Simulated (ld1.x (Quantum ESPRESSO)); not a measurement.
Which change was made? (Ti, PAW)

Ti, PAW, made with ld1.x (Quantum ESPRESSO) 7.5 (PBE, scalar-relativistic). Core [Ar], reference 3d2 4s1.75 4p0.25. Waves: 4s (bound): rcut 2.75, rcutus 3.35 bohr; 4s channel at 1.8 Ry: rcut 2.75, rcutus 3.35 bohr; 4p (bound): rcut 3.45, rcutus 3.65 bohr; 4p channel at 0.3 Ry: rcut 3.45, rcutus 3.65 bohr; 3d (bound): rcut 2.45, rcutus 2.70 bohr; 3d channel at 0.15 Ry: rcut 2.45, rcutus 2.70 bohr. Local part: all-electron potential smoothed inside 2.25 bohr (lloc = -1). Core correction: Bessel-smoothed model core inside 2.50 bohr. Augmentation charge: BESSEL, radius 1.85 bohr.

Cutoffs, loose and tight: the cutoffs (Ry, on a coarse ladder) from which the occupation-weighted sum of valence levels, in a spherical-Bessel basis at the reference potential, stays within 10 and 1 mRy of its value at 400 Ry. They do not see the model core or the augmentation charge, which bear on the density cutoff. Test errors are all-electron minus pseudo excitation energies from the reference, over the configurations 3d2 4s2 4p0; 3d2 4s1 4p0; 3d2 4s0 4p0; 3d2 4s1 4p1; 3d2.5 4s1.5 4p0; 3d1 4s2 4p0; 3d2 4s0 4p1; variants that change the core or the reference have their own tests. The largest error is taken over the tests solved by every variant that gives reliable tests at all, those not shown here included: 3d2 4s1 4p0; 3d2 4s1 4p1; 3d2 4s2 4p0.

The base gives: outcome: generated; cutoff, loose: 12 Ry; cutoff, tight: 15 Ry; bound ghosts: none; largest test error (meV): -1.3.

Q: After one change the result is: outcome: generated; cutoff, loose: 6 Ry; cutoff, tight: 8 Ry; bound ghosts: none; largest test error (meV): +0.6. Which change was it?
A. core correction Bessel-smoothed model core inside 1.18 bohr
B. all radii but the core radius scaled by about 1.27 (s 4.26, p 4.64, d 3.42 bohr, rcut 3.48/4.38/3.10); local potential all-electron potential smoothed inside 2.86 bohr (lloc = -1); augmentation BESSEL, radius 2.34 bohr
C. waves 3d (bound): rcut 2.45, rcutus 2.94 bohr; 3d channel at 0.15 Ry: rcut 2.45, rcutus 2.94 bohr

A: B. The others give: waves 3d (bound): rcut 2.45, rcutus 2.94 bohr; 3d channel at 0.15 Ry: rcut 2.45, rcutus 2.94 bohr → outcome: generated; cutoff, loose: 8 Ry; cutoff, tight: 12 Ry; bound ghosts: none; largest test error (meV): -1.3 | core correction Bessel-smoothed model core inside 1.18 bohr → outcome: generated; cutoff, loose: 12 Ry; cutoff, tight: 15 Ry; bound ghosts: none; largest test error (meV): -0.4.
